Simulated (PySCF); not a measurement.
**Broadened absorption spectrum of C5H7FN2S**

Compound: C5H7FN2S.
InChI=1S/C5H7FN2S/c1-8-3-5(2-7-8)9-4-6/h2-3H,4H2,1H3

Level of theory: TDDFT PBE0/def2-SVPD, vertical, gas phase, core orbitals frozen in the response in PySCF 2.14.0, density-fitted response routines. The structure is a single GFN2-xTB conformer in the gas phase; no vibrational or solvent corrections.

Computed states:

```
state  E (eV)       f
   S1    5.34   0.022
   S2    5.55   0.103
   S3    6.01  0.0077
   S4    6.27   0.042
   S5    6.39   0.034
   S6    6.63   0.016
```

Each state is given a Gaussian of 0.4 eV full width at half maximum, with ε(max) = 2.175×10⁸ f / Δν̃ (Δν̃ the width in cm⁻¹). The cross-section is σ = 3.8235×10⁻²¹ ε cm², given in Mb (10⁻¹⁸ cm²). The width is an assumption, not a result. The curve ends short of the highest state used, and states not computed would add to its high-energy end.

**Question.** Give the broadened spectrum and its maxima.

**Answer.** 
```json
{"λ (nm)": "205.6", "σ (Mb)": "7.46"}
{"λ (nm)": "206.9", "σ (Mb)": "6.32"}
{"λ (nm)": "208.2", "σ (Mb)": "5.70"}
{"λ (nm)": "209.5", "σ (Mb)": "5.66"}
{"λ (nm)": "210.8", "σ (Mb)": "6.25"}
{"λ (nm)": "212.1", "σ (Mb)": "7.50"}
{"λ (nm)": "213.4", "σ (Mb)": "9.42"}
{"λ (nm)": "214.8", "σ (Mb)": "12.14"}
{"λ (nm)": "216.1", "σ (Mb)": "15.15"}
{"λ (nm)": "217.4", "σ (Mb)": "18.40"}
{"λ (nm)": "218.7", "σ (Mb)": "21.64"}
{"λ (nm)": "220.0", "σ (Mb)": "24.59"}
{"λ (nm)": "221.3", "σ (Mb)": "27.00"}
{"λ (nm)": "222.6", "σ (Mb)": "28.67"}
{"λ (nm)": "223.9", "σ (Mb)": "29.46"}
{"λ (nm)": "225.2", "σ (Mb)": "29.36"}
{"λ (nm)": "226.5", "σ (Mb)": "28.42"}
{"λ (nm)": "227.8", "σ (Mb)": "26.78"}
{"λ (nm)": "229.1", "σ (Mb)": "24.60"}
{"λ (nm)": "230.4", "σ (Mb)": "22.08"}
{"λ (nm)": "231.7", "σ (Mb)": "19.39"}
{"λ (nm)": "233.0", "σ (Mb)": "16.70"}
{"λ (nm)": "234.3", "σ (Mb)": "14.12"}
{"λ (nm)": "235.6", "σ (Mb)": "11.73"}
{"λ (nm)": "236.9", "σ (Mb)": "9.59"}
{"λ (nm)": "238.2", "σ (Mb)": "7.72"}
{"λ (nm)": "239.5", "σ (Mb)": "6.12"}
{"λ (nm)": "240.8", "σ (Mb)": "4.78"}
{"λ (nm)": "242.1", "σ (Mb)": "3.68"}
{"λ (nm)": "243.4", "σ (Mb)": "2.79"}
{"λ (nm)": "244.7", "σ (Mb)": "2.09"}
{"λ (nm)": "246.0", "σ (Mb)": "1.54"}
{"λ (nm)": "247.3", "σ (Mb)": "1.11"}
{"λ (nm)": "248.6", "σ (Mb)": "0.79"}
{"λ (nm)": "250.0", "σ (Mb)": "0.54"}
{"λ (nm)": "251.3", "σ (Mb)": "0.38"}
{"λ (nm)": "252.6", "σ (Mb)": "0.26"}
{"λ (nm)": "253.9", "σ (Mb)": "0.17"}
{"λ (nm)": "255.2", "σ (Mb)": "0.11"}
{"λ (nm)": "256.5", "σ (Mb)": "0.07"}
{"λ (nm)": "257.8", "σ (Mb)": "0.05"}
{"λ (nm)": "259.1", "σ (Mb)": "0.03"}
{"λ (nm)": "260.4", "σ (Mb)": "0.02"}
{"λ (nm)": "261.7", "σ (Mb)": "0.01"}
```

Maxima: 224 nm (5.53 eV), ε about 7700, made up of S1 (10%) and S2 (89%) (ε in L mol⁻¹ cm⁻¹; maxima over ε = 5, shares over 10%). At its high-energy end, 6.03 eV, the curve is still rising (ε about 1900, from S3, S4 and S5).

**Question.** Coming from long wavelengths, where does ε first pass 100 L mol⁻¹ cm⁻¹?

**Answer.** At about 251 nm (4.94 eV), 0.40 eV below S1.

**Question.** Does any computed singlet lie in the visible range?

**Answer.** No computed singlet lies in the visible range (380 to 750 nm); the lowest, at 232 nm, stands 2.08 eV above its violet end (3.26 eV).

**Question.** What would ε be at 5.53 eV, the highest of these maxima, with half the width (0.2 eV)?

**Answer.** About 13900 L mol⁻¹ cm⁻¹ against 7720, a factor of about 1.8; a lone state at its own centre would give exactly 2.
